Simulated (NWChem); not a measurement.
Species: dithienothiophene (C8H4S3); SMILES s1c2c(sc3ccsc23)cc1

No frequency run checked for a minimum.

**Question.** Give the equilibrium geometry at B3LYP/6-31G* (spherical d) (NWChem) as a list of bonds and angles, with the point group.

**Answer.** point group C2v; any orientation.
Bonds (Å): C1–C2 1.367, C1–S11 1.751, C1–H12 1.082, C2–C3 1.425, C2–H13 1.084, C3–S4 1.759, C3–C10 1.393, S4–C5 1.759, C5–C6 1.425, C5–C9 1.393, C6–C7 1.367, C6–H14 1.084, C7–S8 1.751, C7–H15 1.082, S8–C9 1.740, C9–C10 1.422, C10–S11 1.740. Angles (°): C2–C1–S11 113.1, C2–C1–H12 127.7, S11–C1–H12 119.2, C1–C2–C3 111.3, C1–C2–H13 123.7, C3–C2–H13 125.0, C2–C3–S4 133.8, C2–C3–C10 113.9, S4–C3–C10 112.4, C3–S4–C5 90.2, S4–C5–C6 133.8, S4–C5–C9 112.4, C6–C5–C9 113.9, C5–C6–C7 111.3, C5–C6–H14 125.0, C7–C6–H14 123.7, C6–C7–S8 113.1, C6–C7–H15 127.7, S8–C7–H15 119.2, C7–S8–C9 90.8, C5–C9–S8 110.9, C5–C9–C10 112.6, S8–C9–C10 136.5, C3–C10–C9 112.6, C3–C10–S11 110.9, C9–C10–S11 136.5, C1–S11–C10 90.8.
